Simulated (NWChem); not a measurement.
System: GeN2H4, singlet; SMILES [NH2][Ge][NH2]

NWChem input:

```
start job
memory heap 200 mb stack 900 mb global 1100 mb
geometry units angstroms noautoz
  Ge     0.000000     0.000000    -0.456121
  N      1.384358     0.000000     0.765976
  H      2.347789     0.000000     0.456786
  H      1.302424     0.000000     1.776731
  N     -1.384358     0.000000     0.765976
  H     -1.302424     0.000000     1.776731
  H     -2.347789     0.000000     0.456786
end
basis spherical
  Ge library def2-svp
  N library def2-svp
  H library def2-svp
end
dft
  xc xpbe96 cpbe96
  iterations 150
end
tddft
  cis
  nroots 8
end
task tddft energy
```

NWChem printed, in part:

```
             Northwest Computational Chemistry Package (NWChem) 7.3.0
             --------------------------------------------------------

 C2V symmetry detected

                             Geometry "geometry" -> ""
                             -------------------------

 Output coordinates in angstroms (scale by  1.889725989 to convert to a.u.)

  No.       Tag          Charge          X              Y              Z
 ---- ---------------- ---------- -------------- -------------- --------------
    1 Ge                  32.0000     0.00000000     0.00000000    -0.46801752
    2 N                    7.0000     1.38435800     0.00000000     0.75407948
    3 H                    1.0000     2.34778900     0.00000000     0.44488948
    4 H                    1.0000     1.30242400     0.00000000     1.76483448
    5 N                    7.0000    -1.38435800     0.00000000     0.75407948
    6 H                    1.0000    -1.30242400     0.00000000     1.76483448
    7 H                    1.0000    -2.34778900     0.00000000     0.44488948

 Effective nuclear repulsion energy (a.u.)     184.6972762292

      Symmetry information
      --------------------

 Group name             C2v
 Group number             16
 Group order               4
 No. of unique centers     4

  pbe96 is a nonlocal functional; adding pw91lda local functional.

                                 NWChem DFT Module
                                 -----------------

 Summary of "ao basis" -> "ao basis" (spherical)
 ------------------------------------------------------------------------------
       Tag                 Description            Shells   Functions and Types
 ---------------- ------------------------------  ------  ---------------------
 Ge                         def2-svp                12       32   5s4p3d
 N                          def2-svp                 6       14   3s2p1d
 H                          def2-svp                 3        5   2s1p

      Symmetry analysis of basis
      --------------------------

        a1         33
        a2          9
        b1         25
        b2         13

            General Information
            -------------------
          SCF calculation type: DFT
          Wavefunction type:  closed shell.
          No. of atoms     :     7
          No. of electrons :    50
           Alpha electrons :    25
            Beta electrons :    25
          Charge           :     0
          Spin multiplicity:     1
          Use of symmetry is: off; symmetry adaption is: on
          Maximum number of iterations: 150
          AO basis - number of functions:    80
                     number of shells:    36
          Convergence on energy requested:  1.00D-06
          Convergence on density requested:  1.00D-05
          Convergence on gradient requested:  5.00D-04

              XC Information
              --------------
          PerdewBurkeErnzerhof Exchange Functional  1.000
            Perdew 1991 LDA Correlation Functional  1.000 local
           PerdewBurkeErnz. Correlation Functional  1.000 non-local

             Grid Information
             ----------------
          Grid used for XC integration:  medium
          Radial quadrature: Mura-Knowles
          Angular quadrature: Lebedev.
          Tag              B.-S. Rad. Rad. Pts. Rad. Cut. Ang. Pts.
          ---              ---------- --------- --------- ---------
          Ge                  1.25      112           8.0       590
          N                   0.65       49          10.0       434
          H                   0.35       45          12.0       434
          Grid pruning is: on
          Number of quadrature shells:   390
          Spatial weights used:  Erf1

      Superposition of Atomic Density Guess
      -------------------------------------

 Sum of atomic energies:       -2185.52896958

      Non-variational initial energy
      ------------------------------

 Total energy =   -2186.560403
 1-e energy   =   -3411.648396
 2-e energy   =    1040.390717
 HOMO         =      -0.274505
 LUMO         =      -0.007669

      Symmetry analysis of molecular orbitals - initial
      -------------------------------------------------

  Numbering of irreducible representations:

     1 a1          2 a2          3 b1          4 b2

  Orbital symmetries:

[...]

                                NWChem TDDFT Module
                                -------------------

            General Information
            -------------------
           No. of orbitals :     160
            Alpha orbitals :      80
             Beta orbitals :      80
        Alpha frozen cores :       0
         Beta frozen cores :       0
     Alpha frozen virtuals :       0
      Beta frozen virtuals :       0
         Spin multiplicity :       1
    Number of AO functions :      80
        Use of symmetry is : off
      Symmetry adaption is : on
         Schwarz screening :  0.10D-07

              XC Information
              --------------
   PerdewBurkeErnzerhof Exchange Functional   1.00
     Perdew 1991 LDA Correlation Functional   1.00 local
    PerdewBurkeErnz. Correlation Functional   1.00 non-local

             TDDFT Information
             -----------------
          Calculation type : Tamm-Dancoff TDDFT
         Wavefunction type : Restricted singlets & triplets
          No. of electrons :      50
           Alpha electrons :      25
            Beta electrons :      25
              No. of roots :       8
          Max subspacesize :    5600
            Max iterations :     100
               Target root :       1
           Target symmetry : none
      Symmetry restriction : off
                 Algorithm : Optimal
        Davidson threshold :  0.10D-03

    8 smallest eigenvalue differences (eV)
--------------------------------------------------------
  No. Spin  Occ  Vir  Irrep   E(Occ)    E(Vir)   E(Diff)
--------------------------------------------------------
    1    1   25   26 b1       -0.192    -0.041     4.087
    2    1   24   26 b2       -0.205    -0.041     4.453
    3    1   23   26 a1       -0.235    -0.041     5.280
    4    1   25   27 b2       -0.192     0.018     5.695
    5    1   24   27 b1       -0.205     0.018     6.061
    6    1   25   28 a2       -0.192     0.031     6.063
    7    1   24   28 a1       -0.205     0.031     6.428
    8    1   23   27 a2       -0.235     0.018     6.888
--------------------------------------------------------

  Entering Davidson iterations
  Restricted singlet excited states

  Iter   NTrls   NConv    DeltaV     DeltaE      Time
  ----  ------  ------  ---------  ---------  ---------
    1      8       0     0.20E+00   0.10+100        4.9
    2     16       0     0.71E-01   0.40E-01        4.8
    3     24       2     0.21E-01   0.61E-02        4.9
    4     30       4     0.24E-02   0.33E-03        4.3
    5     34       7     0.12E-03   0.40E-05        3.8
    6     35       8     0.56E-04   0.86E-08        3.3
  ----  ------  ------  ---------  ---------  ---------
  Convergence criterion met

  Ground state a1      -2188.147484114415 a.u.

  ----------------------------------------------------------------------------
  Root   1 singlet b1             0.198818649 a.u.                5.4101 eV
  ----------------------------------------------------------------------------
     Transition Moments    X -0.64752   Y  0.00000   Z  0.00000
     Dipole Oscillator Strength                    0.0555745647
     Electric Quadrupole                           0.0000003012
     Magnetic Dipole                               0.0000000460
     Total Oscillator Strength                     0.0555749119

     Occ.   22  b1  ---  Virt.   31  a1       0.10463
     Occ.   24  a1  ---  Virt.   27  b1      -0.33682
     Occ.   25  a2  ---  Virt.   26  b2       0.92186
  ----------------------------------------------------------------------------
  Root   2 singlet b2             0.201896933 a.u.                5.4939 eV
  ----------------------------------------------------------------------------
     Transition Moments    X -0.00000   Y -0.93805   Z -0.00000
     Dipole Oscillator Strength                    0.1184385167
     Electric Quadrupole                           0.0000002690
     Magnetic Dipole                               0.0000033078
     Total Oscillator Strength                     0.1184420935

     Occ.   19  a1  ---  Virt.   26  b2      -0.12213
     Occ.   23  b2  ---  Virt.   31  a1       0.06250
     Occ.   24  a1  ---  Virt.   26  b2       0.97637
     Occ.   24  a1  ---  Virt.   39  b2       0.07140
     Occ.   25  a2  ---  Virt.   27  b1       0.11803
  ----------------------------------------------------------------------------
  Root   3 singlet b2             0.214689584 a.u.                5.8420 eV
  ----------------------------------------------------------------------------
     Transition Moments    X -0.00000   Y -0.33095   Z -0.00000
     Dipole Oscillator Strength                    0.0156760257
     Electric Quadrupole                           0.0000000035
     Magnetic Dipole                               0.0000000382
     Total Oscillator Strength                     0.0156760674

     Occ.   23  b2  ---  Virt.   28  a1      -0.09046
     Occ.   24  a1  ---  Virt.   26  b2       0.11115
     Occ.   25  a2  ---  Virt.   27  b1      -0.98829
  ----------------------------------------------------------------------------
  Root   4 singlet a2             0.228384516 a.u.                6.2147 eV
  ----------------------------------------------------------------------------
     Transition Moments    X  0.00000   Y -0.00000   Z  0.00000
     Dipole Oscillator Strength                    0.0000000000
     Electric Quadrupole                           0.0000000232
     Magnetic Dipole                               0.0000009826
     Total Oscillator Strength                     0.0000010058

[...]
```

Level: PBE/def2-SVP, TDA. Low-valent species are run as closed-shell singlets; no triplet was tried in these runs. Structure relaxed at the B3LYP/6-31G* (spherical d) level.
